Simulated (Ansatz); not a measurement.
## Which is lower?

The two ends of one reaction step of AlN₂H₇S, singlet (PBE0-D4/def2-TZVP).

A:

Al1  (0.432, -0.612, -0.235)
H2  (1.510, -0.908, -1.365)
N3  (0.880, -0.595, 1.498)
N4  (-1.299, -0.849, -0.620)
H5  (-0.067, 2.201, -1.648)
S6  (0.617, 2.050, -0.501)
H7  (1.829, -0.617, 1.833)
H8  (0.250, -0.809, 2.253)
H9  (-2.041, -0.926, 0.056)
H10  (-1.627, -1.156, -1.520)
H11  (-0.483, 2.220, 0.249)
(Å)

B:

```
11
angstrom
Al -0.2044 0.2330 0.4504
H 1.5907 -0.5781 -2.0261
N 0.8986 -0.5071 1.6101
N -1.5186 -0.6812 -0.2935
H 1.6088 0.1692 -2.0046
S 0.0841 2.3573 -0.0087
H 1.5724 0.0047 2.1547
H 0.9594 -1.4903 1.8145
H -1.7874 -1.6157 -0.0337
H -2.0910 -0.3535 -1.0528
H -1.1126 2.4619 -0.6105
```

Program: Ansatz 0.2.0. Basis: def2-TZVPP. Cores are frozen in the correlated methods. B3LYP uses VWN-RPA correlation.

(1) Which structure is lower at CCSD(T), and by how much? (To be estimated.)

T1 diagnostic: at most 0.010.

## Answers

(1) By the calculation: B, by 68.9 kJ/mol (electronic energy, against the other). By their contacts, A is AlN₂H₇S ([NH2][AlH]([NH2])[SH2]) and B is a complex of AlN₂H₅S ([NH2][Al]([NH2])[SH]) + H₂.

All methods give the same order:

```json
{"method": "SPW92", "E(B) − E(A) (kJ/mol)": "-52.9"}
{"method": "PBE-D4", "E(B) − E(A) (kJ/mol)": "-66.3"}
{"method": "BLYP-D4", "E(B) − E(A) (kJ/mol)": "-68.7"}
{"method": "r2SCAN-D4", "E(B) − E(A) (kJ/mol)": "-72.0"}
{"method": "B97M-V", "E(B) − E(A) (kJ/mol)": "-61.7"}
{"method": "PBE0-D4", "E(B) − E(A) (kJ/mol)": "-66.0"}
{"method": "B3LYP-D4", "E(B) − E(A) (kJ/mol)": "-67.9"}
{"method": "r2SCAN0-D4", "E(B) − E(A) (kJ/mol)": "-70.2"}
{"method": "BHLYP-D4", "E(B) − E(A) (kJ/mol)": "-66.6"}
{"method": "CAM-B3LYP-D4", "E(B) − E(A) (kJ/mol)": "-64.7"}
{"method": "wB97X-V", "E(B) − E(A) (kJ/mol)": "-65.5"}
{"method": "wB97M-V", "E(B) − E(A) (kJ/mol)": "-66.7"}
{"method": "B2PLYP", "E(B) − E(A) (kJ/mol)": "-71.4"}
{"method": "PBE-QIDH", "E(B) − E(A) (kJ/mol)": "-69.2"}
{"method": "RPA on PBE", "E(B) − E(A) (kJ/mol)": "-64.4"}
{"method": "HF", "E(B) − E(A) (kJ/mol)": "-70.2"}
{"method": "MP2", "E(B) − E(A) (kJ/mol)": "-76.0"}
{"method": "CCSD", "E(B) − E(A) (kJ/mol)": "-67.8"}
{"method": "CCSD(T)", "E(B) − E(A) (kJ/mol)": "-68.9"}
```

Labels in which every atom is bracketed show which atoms are joined, not bond orders.

For scale, one of the runs: CCSD(T)/def2-TZVPP, 244 basis functions, launched by `ansatz run in.yaml --threads 4 --pin off --events-out ev --progress --plain --max-ram 9574MiB`. The run took 94 s on 4 CPU threads of an Arm Neoverse V1 (shared host), with 4.6 GiB of host memory at its peak.
